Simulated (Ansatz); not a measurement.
C2H2FNTe (`FC1N=C1[TeH]`). Charge 0, multiplicity 1. Te takes the def2 core potential.

Z-matrix (Å, degrees):
```
C
N 1 1.458
C 1 1.427 2 52.1
F 1 1.359 2 116.7 3 -107.6
H 1 1.085 2 120.5 3 113.6
Te 3 2.057 1 154.7 2 -174.8
H 6 1.656 3 91.4 1 -8.2
```

(1) What are the harmonic wavenumbers in cm⁻¹ at PBE0-D4/def2-TZVP (Ansatz, finite differences of forces, unscaled)? (Estimate.)

(2) Is this a minimum?

(3) Give the ideal-gas thermochemistry at 298.15 K and 1 bar (rigid rotor, harmonic oscillator; point group C1, symmetry number 1).

(4) And at 400, 500, 600, 800 and 1000 K?

## Answers

(1) Ansatz gave: 139, 187, 276, 358, 507, 594, 705, 925, 1022, 1066, 1316, 1363, 1724, 2167, 3183.

(2) Yes, all 15 modes are real.

(3) Zero-point energy 92.9 kJ/mol; H(298) − E = 109.8 kJ/mol; entropy 329.3 J/(mol·K), of which translation 174.1, rotation 115.6, vibration 39.7; G(298) − E = 11.6 kJ/mol.

(4) 
```csv
T (K),H − E (kJ/mol),S (J/mol/K),G − E (kJ/mol)
400,118.8,355.2,-23.2
500,128.9,377.5,-59.9
600,139.8,397.5,-98.7
800,163.8,431.9,-181.7
1000,189.8,460.9,-271.1
```
